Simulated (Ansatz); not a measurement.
The cluster Cd5O5⁺. The state is a doublet with charge 1. Geometry PBE0-D4/def2-SVP, that of the neutral singlet; atoms count from 1.

Cartesian coordinates in Å:
```
Cd 0.002 2.684 -2.528
Cd 0.218 2.817 0.336
Cd -0.028 -1.436 -1.273
Cd -0.223 0.771 2.032
Cd -1.193 -2.126 1.412
O 1.511 0.747 -0.773
O -1.067 -0.849 2.920
O 1.073 -0.092 0.250
O -1.075 -2.913 -0.423
O 0.781 0.397 -1.953
```

In the def2 sets Cd takes a core potential; there is no spin–orbit coupling. The structure holds 2 bonds between oxygen atoms, so isomers without such links may lie far lower. The structure comes from a short search, and lower isomers may exist.

(1) Estimate the Mulliken populations from the PBE0/def2-SVP orbitals of Ansatz.

(2) Where does the spin sit?

(3) And the Mayer bond orders between heavy atoms (over 0.3)?

Answers

(1) 
```tsv
atom	charge (e)	spin (α − β)	d electrons
Cd1	0.58	0.47	10.01
Cd2	0.36	0.15	10.00
Cd3	0.81	-0.01	10.02
Cd4	0.60	0.01	10.01
Cd5	0.71	-0.01	10.00
O6	-0.06	-0.02	–
O7	-0.59	0.20	–
O8	-0.39	0.10	–
O9	-0.61	0.04	–
O10	-0.41	0.07	–
```
Mulliken values depend strongly on the basis.

(2) Summed by element: Cd 0.61, O 0.39, of 1 unpaired in all. Largest on single atoms: Cd1 0.47, O7 0.20, Cd2 0.15.

(3) Cd1–Cd2 0.58 (2.88 Å); Cd2–Cd4 0.51 (2.69 Å); Cd3–O9 1.00 (2.00 Å); Cd3–O10 0.48 (2.12 Å); Cd4–O7 1.00 (2.03 Å); Cd4–O8 0.31 (2.37 Å); Cd5–O7 0.87 (1.98 Å); Cd5–O9 0.93 (2.00 Å); O6–O8 0.92 (1.39 Å); O6–O10 0.88 (1.43 Å).
